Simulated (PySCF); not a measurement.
Species: `CO/C=P/C(C)(C)C`. The columns A, B, C and D hold Mulliken, IAO, Hirshfeld and ESP-fitted charges (e) of one PBE0/pcSseg-1 density (PySCF), in a shuffled order. Coordinates in Å (GFN2-xTB); the density's dipole moment is (1.44, -1.57, -2.04) D.

```json
{"atom": "C1", "x": "3.762", "y": "0.439", "z": "0.430", "A": "-0.207", "B": "-0.250", "C": "-0.031", "D": "-0.048"}
{"atom": "O2", "x": "2.569", "y": "0.885", "z": "1.025", "A": "-0.300", "B": "-0.133", "C": "-0.103", "D": "-0.437"}
{"atom": "C3", "x": "1.419", "y": "0.427", "z": "0.467", "A": "-0.180", "B": "+0.042", "C": "-0.026", "D": "-0.088"}
{"atom": "P4", "x": "-0.053", "y": "0.910", "z": "1.114", "A": "+0.239", "B": "-0.385", "C": "+0.037", "D": "+0.315"}
{"atom": "C5", "x": "-1.265", "y": "-0.013", "z": "-0.036", "A": "-0.095", "B": "+0.853", "C": "-0.010", "D": "-0.766"}
{"atom": "C6", "x": "-1.110", "y": "0.457", "z": "-1.481", "A": "-0.411", "B": "-0.593", "C": "-0.126", "D": "-0.142"}
{"atom": "C7", "x": "-1.074", "y": "-1.525", "z": "0.067", "A": "-0.411", "B": "-0.614", "C": "-0.126", "D": "-0.142"}
{"atom": "C8", "x": "-2.666", "y": "0.350", "z": "0.462", "A": "-0.416", "B": "-0.597", "C": "-0.125", "D": "-0.153"}
{"atom": "H9", "x": "4.575", "y": "0.893", "z": "0.994", "A": "+0.167", "B": "+0.142", "C": "+0.058", "D": "+0.132"}
{"atom": "H10", "x": "3.827", "y": "0.755", "z": "-0.617", "A": "+0.135", "B": "+0.119", "C": "+0.045", "D": "+0.107"}
{"atom": "H11", "x": "3.850", "y": "-0.652", "z": "0.480", "A": "+0.135", "B": "+0.120", "C": "+0.045", "D": "+0.107"}
{"atom": "H12", "x": "1.538", "y": "-0.238", "z": "-0.384", "A": "+0.126", "B": "+0.110", "C": "+0.043", "D": "+0.121"}
{"atom": "H13", "x": "-0.132", "y": "0.202", "z": "-1.883", "A": "+0.129", "B": "+0.119", "C": "+0.032", "D": "+0.102"}
{"atom": "H14", "x": "-1.866", "y": "-0.014", "z": "-2.110", "A": "+0.132", "B": "+0.125", "C": "+0.037", "D": "+0.105"}
{"atom": "H15", "x": "-1.235", "y": "1.536", "z": "-1.545", "A": "+0.141", "B": "+0.134", "C": "+0.035", "D": "+0.117"}
{"atom": "H16", "x": "-0.095", "y": "-1.831", "z": "-0.295", "A": "+0.129", "B": "+0.124", "C": "+0.032", "D": "+0.102"}
{"atom": "H17", "x": "-1.829", "y": "-2.037", "z": "-0.529", "A": "+0.132", "B": "+0.129", "C": "+0.037", "D": "+0.105"}
{"atom": "H18", "x": "-1.175", "y": "-1.851", "z": "1.101", "A": "+0.141", "B": "+0.140", "C": "+0.035", "D": "+0.117"}
{"atom": "H19", "x": "-3.426", "y": "-0.138", "z": "-0.147", "A": "+0.135", "B": "+0.121", "C": "+0.039", "D": "+0.109"}
{"atom": "H20", "x": "-2.823", "y": "1.426", "z": "0.411", "A": "+0.140", "B": "+0.147", "C": "+0.036", "D": "+0.118"}
{"atom": "H21", "x": "-2.798", "y": "0.037", "z": "1.496", "A": "+0.140", "B": "+0.148", "C": "+0.036", "D": "+0.118"}
```

Task: Which column most likely holds the ESP-fitted charges?

Result: B. Σ q r misses the density's dipole by 0.03 D (B), 1.25 D (D), 1.63 D (A), 2.27 D (C). Charges fitted to the outside potential are the only set here that is tied to the molecule's multipoles.

Task: And the Hirshfeld charges?

Result: C. The mean sizes are 0.052 e (C), 0.169 e (D), 0.192 e (A), 0.245 e (B), and Hirshfeld charges are commonly the smallest of these schemes.

As computed, A = IAO, B = ESP-fitted, C = Hirshfeld, D = Mulliken. Hydrogens on carbon: IAO +0.13 to +0.17, ESP-fitted +0.11 to +0.15, Hirshfeld +0.03 to +0.06, Mulliken +0.10 to +0.13 e.

The IAO scheme counts the electrons in orthogonalised intrinsic atomic orbitals, a minimal basis polarised so that it spans the occupied orbitals exactly. The ESP scheme fits charges at the nuclei, held to the total charge, to the electrostatic potential on points at 1.4 to 2.0 times the van der Waals radii.

One conformer (not necessarily the lowest) at the GFN2-xTB geometry, without solvent, vibrations or thermal averaging.

These values come from a run that also computed NMR shieldings. Rough CPU time on one thread of a shared machine: about 2.3 min (with the writing of density and orbital grids).

Conformer computed: `[CH3:1][O:2]/[CH:3]=[P:4]/[C:5]([CH3:6])([CH3:7])[CH3:8]`: C1–O2–C3–P4 180°, C3–P4–C5–C6 -62°.
